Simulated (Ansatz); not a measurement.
`BC(C)(F)[SiH3]` + H₂ → `CC(F)[SiH3]` + BH₃ at 298.15 K and 1 bar (hydrogenolysis of a C–B bond).

Gas-phase electronic energies from Ansatz, PBE0-D4/def2-TZVP geometries. CBS: MP2 limit from def2 TZ/QZ plus the TZ coupled-cluster correction, frozen cores. This one scheme is used for every species.

```json
{"species": "`BC(C)(F)[SiH3]`", "CCSD(T)/CBS energy (Eh)": "-494.54641", "H − E (kJ/mol)": "265.6", "S (J/(mol·K))": "346.8"}
{"species": "H₂", "CCSD(T)/CBS energy (Eh)": "-1.17544", "H − E (kJ/mol)": "35.1", "S (J/(mol·K))": "130.4"}
{"species": "`CC(F)[SiH3]`", "CCSD(T)/CBS energy (Eh)": "-469.17172", "H − E (kJ/mol)": "234.4", "S (J/(mol·K))": "317.9"}
{"species": "BH₃", "CCSD(T)/CBS energy (Eh)": "-26.55200", "H − E (kJ/mol)": "78.7", "S (J/(mol·K))": "188.3"}
```

H − E and S are ideal-gas, rigid-rotor, harmonic terms from PBE0-D4/def2-TZVP, for one conformer and one mirror image of each species. The MP2-based limit puts H₂ 0.8 mEh under its directly extrapolated value; such offsets cancel only in part. 1 Eh = 2625.50 kJ/mol, R = 8.31446 J/(mol·K).

Task: By hand: ΔE, ΔH, ΔS and ΔG.

Result: ΔE = (-469.17172) + (-26.55200) − (-494.54641) − (-1.17544) = -0.00187 Eh = -4.9 kJ/mol. Δ(H − E) = 234.4 + 78.7 − 265.6 − 35.1 = 12.4, so ΔH = 7.5 kJ/mol. ΔS = 317.9 + 188.3 − 346.8 − 130.4 = 29.0 J/(mol·K). ΔG = 7.5 − 298.15 × (29.0)/1000 = -1.1 kJ/mol.

Task: By hand: the equilibrium constant, and the temperature at which ΔG would vanish if ΔH and ΔS stayed fixed.

Result: log₁₀ K = −ΔG/(RT ln 10) = 0.2. ΔG = 0 at ΔH/ΔS = 259 K, though so small a ΔH makes that figure unsure.

TΔS isn't small against ΔH here. The sign of ΔG lies within the doubt. A doubt of 5 kJ/mol in ΔE shifts log₁₀ K by 0.9 here. Other conformers and mirror images would add mixing entropy, several J/(mol·K) or more a flexible species. These are equilibria of isolated gas molecules and say nothing of rates. Largest T1 diagnostic: 0.013 (customary marks: 0.02 for closed shells, 0.045 for open ones).
